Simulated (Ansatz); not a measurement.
Re2O2⁺ was relaxed with PBE0-D4 (def2-TZVP) in Ansatz in these states: charge +1 doublet, charge +1 quartet. The geometries follow in no particular order.

In the def2 sets Re takes a core potential; there is no spin–orbit coupling.

A:

```xyz
4

Re    0.794    0.270    0.802
Re   -0.965   -0.606   -0.272
O    -1.958    0.687   -0.567
O     2.128   -0.351    0.036
```

B:

```tsv
atom	x (Å)	y (Å)	z (Å)
Re1	0.8178	-0.4613	0.7815
Re2	-0.6455	-0.0810	-1.0336
O3	-2.2034	-0.1264	-0.4643
O4	2.0310	0.6687	0.7163
```

Problem. Judge from the bond lengths which geometry belongs to which state (an estimate).

Solution. A is the charge +1 doublet (Re1–Re2 2.239 Å, Re2–O3 1.657 Å, Re1–O4 1.658 Å); B is the charge +1 quartet (Re1–Re2 2.362 Å, Re2–O3 1.659 Å, Re1–O4 1.659 Å).

At PBE0-D4/def2-TZVP the charge 1 doublet is spin-contaminated (final ⟨S²⟩ up to 0.93, 0.75 for a pure state). At PBE0-D4/def2-TZVP a doublet lies 0.26 eV below the charge +1 quartet. These are the stationary points nearest to one start from a short search; other shapes may lie lower in each state.
